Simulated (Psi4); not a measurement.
BiCl₃, charge +1, doublet, at a GFN2-xTB geometry (such geometries of metal compounds can be far from the true shape) (a state made from the parent by changing its charge; the spin is typed, not shown lowest) (core potentials on Bi). Base run: PBE/def2-SV(P) (Psi4).

Psi4 was given this input:
```
memory 2 GB

molecule {
1 2
  Bi   -0.00429499   -0.00067859    0.52337335
  Cl   -1.83836082   -0.99665658   -0.86820175
  Cl    0.06559027    2.09816710   -0.84856458
  Cl    1.79374020   -1.09819741   -0.83852708
}

set basis def2-sv(p)
set reference uks

energy('pbe')
print_variables()
```

Each row names what was changed in the base input (with any setting that the change needs).

| change | basis functions | E (Eh) | core-seconds (rough) |
|---|---|---|---|
| base | 80 | -1594.01480 | 20 |
| basis = def2-SVP | 80 | -1594.01480 | 20 |
| basis = def2-SVPD | 113 | -1594.03628 | 20 |
| basis = def2-TZVP | 161 | -1594.50749 | 50 |
| basis = def2-TZVPP | ___ | ___ | 40 |
| basis = def2-TZVPD | ___ | ___ | 50 |
| basis = def2-QZVPP | 292 | -1594.55315 | 100 |
| basis = def2-QZVP | 292 | -1594.55315 | 90 |

### Question
Complete the blanks.

### Answer

- basis = def2-TZVPP, basis functions: 176
- basis = def2-TZVPP, E (Eh): -1594.50766
- basis = def2-TZVPD, basis functions: 194
- basis = def2-TZVPD, E (Eh): -1594.50912

Totals compare only among sets that treat the same electrons; sets with core potentials leave the core out.

Open shells are given as the SCF converged; they aren't shown to be the lowest states, and a large step between rows can be another state.
